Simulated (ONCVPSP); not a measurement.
Before and after: ONCV potential for Rh

* Element: Rh
* Generator: ONCVPSP 4.0.1
* Type: optimised norm-conserving Vanderbilt (ONCV)
* Functional: PBEsol
* Relativity: scalar-relativistic
* Frozen core: [Kr]
* Valence charge: 9
* Reference configuration: 4d8 5p1
* Partial waves: s scattering state at 0.38 Ha: rc 2.80 bohr, ncon 4, nbas 7, qcut 2.7 1/bohr, 2 projectors, debl 1.2 Ha; 5p: rc 3.10 bohr, ncon 5, nbas 10, qcut 3.1 1/bohr, 2 projectors, debl 3.4 Ha; 4d: rc 1.40 bohr, ncon 4, nbas 6, qcut 7.7 1/bohr, 1 projector
* Local potential: polynomial inside 1.10 bohr (lpopt 5, dvloc0 4 Ha)
* Core correction: Teter function, fcfact 3, rcfact 1.6

In the s channel the program set the typed energies aside and used 0.050, 1.250 Ha.

Change: local potential polynomial inside 1.10 bohr (lpopt 5, dvloc0 2 Ha).

Cutoffs: the cutoffs (Ha) at which the residual kinetic energy of the hardest occupied pseudo-wave falls to 1 and 0.1 mHa per electron; they do not see the model core or the augmentation charge, which bear on the density cutoff. Errors are all-electron minus pseudo energies relative to the spin-unpolarised reference configuration.

Problem. What does the change do?

Solution. The potential gets neither clearly harder nor softer (27 Ha and 47 Ha → 27 Ha and 47 Ha); both files keep a bound ghost (s); the lowest positive-energy flag moves from p at 48.6 eV to p at 24.4 eV; the number of tests with a reliable result goes from 4 to 3; the errors of the 3 common tests hardly move.

| quantity | base | changed |
| --- | --- | --- |
| cutoff, loose | 27 Ha | 27 Ha |
| cutoff, tight | 47 Ha | 47 Ha |
| bound ghosts | s | s |
| GHOST(+) flags under 300 eV | p at 48.6 eV | p at 24.4 eV |
| tests with a reliable result | 4 of 4 | 3 of 4 |
| error for 4d8 5s1 5p0, meV [ΔE -3.66 eV] | -4.8 | -4.6 |
| error for 4d8 5p0, meV [ΔE 3.80 eV] | -8.1 | -8.1 |
| error for 4d8 5s0.5 5p0, meV [ΔE -0.74 eV] | -0.7 | -0.6 |
| s: phases at 2.85 bohr within 0.05 rad from the reference energy up to (Ha; the scan ends near 5) | 2.1 | 2.0 |
| p: phases at 3.15 bohr within 0.05 rad from the reference energy up to (Ha; the scan ends near 5) | 1.1 | 0.8 |
| d: phases at 1.42 bohr within 0.05 rad from the reference energy up to (Ha; the scan ends near 5) | to the end of the scan | 4.8 |
| rms error of d²Exc/dni dnj with the model core, mHa | 0.99 | 0.99 |

 A true bound ghost makes a file unfit for plane-wave use even where its test errors are small: the radial tests pick states by their node count and pass the ghost by.
